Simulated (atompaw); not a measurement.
## nitrogen: PAW (atompaw) pseudisation with PBE, scalar-relativistic reference atom.

| Property | Result |
| --- | --- |
| Element | N |
| Generator | atompaw 4.2.0.5 |
| Type | PAW |
| Functional | PBE |
| Relativity | scalar-relativistic |
| Frozen core | [He] |
| Valence charge | 5 |
| Reference configuration | 2s2 2p2.75 (charge +0.25) |
| Partial waves | 2s (bound): rc 2.55 bohr; 2s channel at 1.15 Ry: rc 2.55 bohr; 2p (bound): rc 2.55 bohr; 2p channel at -0.4 Ry: rc 2.55 bohr |
| Local potential | troulliermartins scheme with l = 2 at 1 Ry, radius 1.75 bohr |
| Core correction | smooth core density matched at 2.40 bohr |
| Augmentation charge | sinc compensation charge, radius 2.40 bohr; PAW radius 2.55 bohr; waves and projectors: custom rrkj gramschmidtortho |

Poles of the logarithmic derivatives, all-electron (AE) and pseudo (PS). s: poles at -1.4, 4.2 (AE) and -1.4, 3.9 (PS) Ry. p: poles at -0.5, 4.2 (AE) and -0.5, 1.9 (PS) Ry. Test radius 2.55 bohr.

* Cutoffs needed: 10 Ry and 12 Ry (the cutoffs (Ry, on a coarse ladder) from which the occupation-weighted sum of valence levels, in a spherical-Bessel basis at the reference potential, stays within 10 and 1 mRy of its value at 400 Ry)
* Ghost test: no extra level below or beside the all-electron valence levels (s, p, d, f tested) (spherical-Bessel basis up to 400 Ry, 20 bohr box)
* Lowest eigenvalue of the overlap operator: 0.68 (p channel)
* Overlap eigenvalues printed by atompaw (projector basis): 0.0687, 0.802, 29.9, 87.8
* Share of each valence orbital outside the PAW sphere: 2s 4 %, 2p 9 %
